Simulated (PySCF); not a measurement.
# Gas-phase thermal properties of TaCl5

Energies from PySCF (xtb for GFN2), thermal terms from the rigid-rotor harmonic-oscillator model, ideal gas at 1 bar. All species are closed-shell singlets. Ta: scalar-relativistic def2 core potential, no spin-orbit coupling. The harmonic model lacks anharmonicity and excited electronic states, which grow with temperature; levels with a mode under 35 cm⁻¹ are left out. Soft modes under 120 cm⁻¹ make the harmonic entropy rough for TaCl5.

| level | point group | σ | ZPE (kJ/mol) | S°298 (J/mol/K) | Cp298 (J/mol/K) | S°1000 (J/mol/K) | H1000 − H298 (kJ/mol) |
|---|---|---|---|---|---|---|---|
| GFN2-xTB | D3h | 6 | 13.0 | 427.3 | 125.7 | 584.8 | 91.8 |
| PBE/def2-SVP | D3h | 6 | 16.6 | 410.5 | 121.3 | 565.8 | 90.7 |
| PBE0/def2-TZVP | D3h | 6 | 17.1 | 407.6 | 120.6 | 562.5 | 90.6 |
σ: rotational symmetry number. Electronic degeneracy used: 1. Frequencies are unscaled.
